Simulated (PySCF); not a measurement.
HNSi, SMILES [NH+]#[Si-]. Coordinates come from a PBE0-D3(BJ)/def2-TZVPD optimisation.

TDA-M06-2X/def2-TZVPD (PySCF) puts the lowest singlet excitations at 4.70, 5.18, 5.18, 6.83, 6.83, 7.50 eV and the lowest triplet (TDA) at 4.16 eV.

### Question
What are the lowest singlet roots from PySCF with EOM-CCSD/aug-cc-pVDZ? (Estimate from the structure and the level; the computed values follow.)

### Answer
5.23, 5.25, 5.25, 6.74, 6.74, 7.20 eV; triplets 4.16, 4.75, 4.75 eV. S1 differs by 0.52 eV (second minus first; roots are paired by order, and the bases may differ).
